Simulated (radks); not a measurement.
Values are calculated unless marked as measured or tabulated.
Question: These are the eigenvalues of the occupied orbitals of an atom or ion with whole-number occupations (hartree). Level of theory: scalar-relativistic Kohn-Sham, LDA (Slater exchange, Perdew-Wang correlation), spin-polarised, spherical densities, finite nucleus; Fermi nuclear charge, rms radius of each element as measured or else 0.836 A^(1/3) + 0.57 fm (a radial shooting solver on a logarithmic mesh with Libxc functionals).

orbital  eigenvalue
1s        -90.37762
2s         -9.92864
2p         -7.94449
3s         -2.42758

Which element is it, and in what charge state? The configuration may be excited. Open shells, if any, are filled with parallel spins first.

Answer: Z = 16, sulfur, charge +4: S4+ in [Ne] 3s2. The list shows which subshells hold electrons but not how many an open one holds; the 1s level, -90.378 hartree, gives Z - s = 13.4 by -(Z - s)^2/2, which with screening and relativity narrows Z to a few neighbours, and the depths of the outer levels then fix element, charge and occupations together.
